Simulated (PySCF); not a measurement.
C4H8FNSi2.
Numbering: `[CH3:1][C@@H:2]1[SiH2:3][C@@H:4]([F:5])[Si@H:6]1[C:7]#[N:8]` (hydrogens: H9, H10, H11 on C1; H12 on C2; H13, H14 on Si3; H15 on C4; H16 on Si6)

Method: PySCF, TDDFT wB97X-D/def2-SVPD, vertical, gas phase, core orbitals frozen in the response. Geometry: GFN2-xTB, one conformer, isolated molecule.

Computed singlets with f of 0.002 or more:

```
state  E (eV)       f
   S1    5.89   0.020
   S2    6.22   0.011
   S3    6.47  0.0036
   S4    6.57   0.133
   S5    6.81   0.024
   S6    6.95  0.0066
   S7    7.05  0.0031
   S8    7.22   0.023
```

Problem. Give A, τ, |μ| and ∫σ dE for each state.

Solution. For one non-degenerate pair of states in vacuum, A = 0.6670 f ν̃² s⁻¹ with ν̃ in cm⁻¹, τ = 1/A, |μ|² = 3f / (2ΔE) in atomic units, and the integrated cross-section is ∫σ dE = 109.76 f Mb·eV.

```json
{"state": "S1", "A (s⁻¹)": "3.0×10⁷", "τ": "34 ns", "|μ| (D)": "0.94", "∫σ dE (Mb·eV)": "2.2"}
{"state": "S2", "A (s⁻¹)": "1.9×10⁷", "τ": "53 ns", "|μ| (D)": "0.69", "∫σ dE (Mb·eV)": "1.2"}
{"state": "S3", "A (s⁻¹)": "6.6×10⁶", "τ": "150 ns", "|μ| (D)": "0.39", "∫σ dE (Mb·eV)": "0.4"}
{"state": "S4", "A (s⁻¹)": "2.5×10⁸", "τ": "4 ns", "|μ| (D)": "2.31", "∫σ dE (Mb·eV)": "15"}
{"state": "S5", "A (s⁻¹)": "4.9×10⁷", "τ": "20 ns", "|μ| (D)": "0.97", "∫σ dE (Mb·eV)": "2.7"}
{"state": "S6", "A (s⁻¹)": "1.4×10⁷", "τ": "72 ns", "|μ| (D)": "0.50", "∫σ dE (Mb·eV)": "0.73"}
{"state": "S7", "A (s⁻¹)": "6.8×10⁶", "τ": "150 ns", "|μ| (D)": "0.34", "∫σ dE (Mb·eV)": "0.34"}
{"state": "S8", "A (s⁻¹)": "5.1×10⁷", "τ": "19 ns", "|μ| (D)": "0.91", "∫σ dE (Mb·eV)": "2.5"}
```

Leading configurations: S1 H→L (70%); S2 H-1→L (68%); S3 H-2→L (79%); S4 H→L+1 (51%); S5 H-1→L+1 (73%); S6 H-2→L+1 (38%); S7 H-2→L+1 (26%); S8 H→L+2 (30%) (H = HOMO, L = LUMO).

These lifetimes count emission to the ground state at the vertical energy alone; relaxation of the geometry and all other decay channels are left out.

Problem. By what factor does the largest A in the list exceed the smallest?

Solution. S4 has 38 times the rate of S3.

Problem. How much energy does a mole of photons resonant with S4 carry?

Solution. 6.567 eV × 96.485 = 634 kJ/mol (151 kcal/mol).

Problem. What is the integrated cross-section of all computed states together?

Solution. Σf = 0.224 over S1 to S8, so 109.76 × Σf ≈ 24.6 Mb·eV.

Hardware: one thread, Arm Neoverse V1 (aarch64), no GPU, on a shared host. Cost: 2.1 min wall (with the writing of density and orbital grids), 0.99 GiB resident at most.
